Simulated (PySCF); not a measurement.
**How methods differ on the fine-structure interval of Cu(16+)**

Cu(16+) [Ne] 3s2 3p1 [3p1/2^1, M_J = 1/2] → Cu(16+) [Ne] 3s2 3p1 [3p3/2^1, M_J = 3/2], as a difference of total energies. Calculation: PySCF 2.14, in an uncontracted even-tempered set (19 s from 1.5 bohr⁻², ratio 2.4; 13 p from 1.9 bohr⁻², ratio 2.4; 5 d from 7.6 bohr⁻², ratio 2.6; 4 f from 11 bohr⁻², ratio 2.6); the two-component X2C-1e Hamiltonian. Correlated levels: 1s2 frozen; the 50 highest virtual spinors dropped. "Screened" scales the spin-orbit matrix elements by Boettger's factors to mimic the two-electron term; Breit and QED terms are absent.

| method | fine-structure interval (cm⁻¹) |
| --- | --- |
| GHF (screened spin-orbit) | 36053 |
| GMP2 (screened spin-orbit) | 34774 |
| GHF (bare spin-orbit) | 38674 |
